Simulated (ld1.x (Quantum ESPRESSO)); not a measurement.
## Ni, ultrasoft: configuration errors across variants

Ni (Z = 28), ultrasoft, made with ld1.x (Quantum ESPRESSO) 7.5 (Wu–Cohen, scalar-relativistic). Core [Ne] 3s2, reference 3p6 3d8 4s2 4p0. Waves: 4s (bound): rcut 1.70, rcutus 1.90 bohr; 4s channel at 1.15 Ry: rcut 1.70, rcutus 1.90 bohr; 3p (bound): rcut 1.15, rcutus 1.25 bohr; 4p (bound, empty): rcut 1.15, rcutus 1.25 bohr; 3d (bound): rcut 0.65, rcutus 0.75 bohr; 3d channel at -0.2 Ry: rcut 0.65, rcutus 0.75 bohr. Local part: all-electron potential smoothed inside 1.30 bohr (lloc = -1). Core correction: none. Augmentation charge: built from norm-conserving waves at rcut, not smoothed further.

All-electron excitation energies from the reference (eV): (1) 3p6 3d8 4s1 4p0 9.356; (2) 3p6 3d8 4s0 4p0 26.605; (3) 3p6 3d7 4s0 4p0 64.079; (4) 3p6 3d8 4s0 4p1 15.108; (5) 3p6 3d7 4s2 4p0 16.168; (6) 3p6 3d9 4s1 4p0 -1.607; (7) 3p6 3d8 4s0 4p2 9.608.

The overlap operator is not positive definite (basis up to 400 Ry) in “local potential all-electron potential smoothed inside 0.70 bohr (lloc = -1)”. Such files are unfit for use, however small their errors in these radial tests.

2 further variants failed, have other tests or too few solved ones, and are left out.

A true bound ghost makes a file unfit for plane-wave use even where its test errors are small: the radial tests pick states by their node count and pass the ghost by.

Errors AE − PS in meV (a dash: test not solved or not reliable):

```csv
change,(1),(2),(3),(4),(5),(6),(7),bound ghosts
base,-8.3,-46,+47,-1361,-64,-50,-1841,s
local potential all-electron potential smoothed inside 0.70 bohr (lloc = -1),-7.6,-42,+63,-1394,-36,-38,-1924,not determined (overlap not positive)
core correction a·sin(br)/r model core inside 0.46 bohr,-7.9,-48,+28,-1362,-73,-54,-1849,s
"waves 3p (bound): rcut 0.74, rcutus 0.78 bohr; 4p (bound): rcut 0.74, rcutus 0.78 bohr",-7.9,-44,+58,-32,-48,-41,-26,s
type TM; waves now 3p (bound): rc 1.25 bohr; 3d (bound): rc 0.75 bohr; 4s (bound): rc 1.90 bohr; local potential the s channel,-9.0,-55,-245,-1236,-293,-221,-1640,none
```

Q: Give the same row for: local potential all-electron potential smoothed inside 2.18 bohr (lloc = -1).

A: -9.2, -51, +27, –, -99, -66, -1581; bound ghosts: not determined. Not counted: 3p6 3d8 4s0 4p1 (solver errors, printed error -3.9 eV).
